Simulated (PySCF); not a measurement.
CsCl, SMILES [Cl][Cs].

Geometry: B3LYP-D3(BJ)/def2-TZVPD. The def2 effective core potentials stand for the cores of Cs; spin–orbit coupling is left out.

Computed with PySCF with TDA-CAM-B3LYP/def2-TZVPD.

Vertical excitations; the highest root listed may be one member of a degenerate set. Gas-phase values at a fixed geometry.

| state | energy (eV) | λ (nm) | f | main pairs |
|---|---|---|---|---|
| S1 | 4.42 | 281 | 0.013 | HOMO→LUMO (degenerate set) |
| S2 | 4.42 | 281 | 0.013 | HOMO−1→LUMO (degenerate set) |
| S3 | 4.50 | 276 | 0.046 | HOMO−2→LUMO 85 % |
| S4 | 5.71 | 217 | 0.008 | HOMO−1→LUMO+1 42 %, HOMO→LUMO+2 42 % |
| S5 | 5.71 | 217 | 0.000 | HOMO→LUMO+2, HOMO−1→LUMO+1 (degenerate set) |
| S6 | 5.71 | 217 | 0.000 | HOMO−1→LUMO+2, HOMO→LUMO+1 (degenerate set) |
| S7 | 5.73 | 216 | 0.036 | HOMO→LUMO+3, HOMO→LUMO (degenerate set) |
| S8 | 5.73 | 216 | 0.036 | HOMO−1→LUMO+3, HOMO−1→LUMO (degenerate set) |
| S9 | 5.74 | 216 | 0.000 | HOMO→LUMO+1 45 %, HOMO−1→LUMO+2 45 % |
| S10 | 5.76 | 215 | 0.001 | HOMO−2→LUMO+2 87 % |
| T1 | 4.39 | 283 | 0 | HOMO→LUMO (degenerate set) |
| T2 | 4.39 | 283 | 0 | HOMO−1→LUMO (degenerate set) |
| T3 | 4.40 | 282 | 0 | HOMO−2→LUMO 85 % |
| T4 | 5.70 | 217 | 0 | HOMO→LUMO+3 69 %, HOMO→LUMO 12 % |
Triplets are in the Tamm–Dancoff approximation.
